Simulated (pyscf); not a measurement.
Optimised with ωB97X-D3(BJ)/def2-SVP in PySCF.

### Question
What is the homolytic dissociation enthalpy (298 K, ωB97M-D3(BJ)/def2-TZVP) of the O–Si bond of HO–Ge(OH)(OH)–O–SiH₂–SiH₃, to •O–Ge(OH)(OH)–OH + •H₂Si–SiH₃?

### Answer
O–Si to •O–Ge(OH)(OH)–OH + •H₂Si–SiH₃: 519.7 kJ/mol. The 7 functionals that were run give +481.6 (PBE) to +527.8 kJ/mol (M06-2X). Other isomers of •O–Ge(OH)(OH)–OH, •H₂Si–SiH₃ were not searched in full and may lie lower. Elements up to Kr have no core potential and no relativistic terms here.
